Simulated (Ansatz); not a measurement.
CH7BO2Si can be A, `COBO[SiH3]`, or B, `BOC(O)[SiH3]`.

Program: Ansatz. Geometries: PBE0-D4/def2-TZVP. ΔE: electronic, gas phase. CBS: MP2 limit from def2 TZ/QZ plus the TZ coupled-cluster correction, frozen cores. DFT in def2-TZVPP. B3LYP here is the variant with VWN-RPA as its local correlation; programs differ in this. Each species was taken in one conformer, which may not be the lowest.

Task: Which is lower in electronic energy at CCSD(T)/CBS, and by how much? (Estimate.)

Result: Computed: A, by 73.5 kcal/mol.

Task: Give E(B) − E(A) in kcal/mol with B3LYP, ωB97M-V, LDA (SPW92), PBE-D4, CCSD/def2-TZVPP, B3LYP-D4, BLYP-D4. (Estimate.)

Result: Ansatz gave: B3LYP 73.6, ωB97M-V 72.5, LDA (SPW92) 68.8, PBE-D4 68.1, CCSD/def2-TZVPP 74.2, B3LYP-D4 73.0, BLYP-D4 70.7. None reverses the order clearly.

Task: Does the order hold for the free energy at 298.15 K (harmonic terms from PBE0-D4)? (An estimate is asked.)

Result: The calculation gave: Yes: G(B) − G(A) = +72.0 kcal/mol, for one conformer each.

Largest T1 diagnostic: 0.014.

From r2SCAN to r2SCAN0 (25 % exact exchange), in def2-TZVPP and without D4, E(B) − E(A) moves by +1.3 kcal/mol. Leaving LDA and LC-ωPBE aside and taking each functional with its dispersion term where it has one, the values, not all of them listed here, spread over 8.9 kcal/mol, from revPBE-D4 to BHLYP-D4.
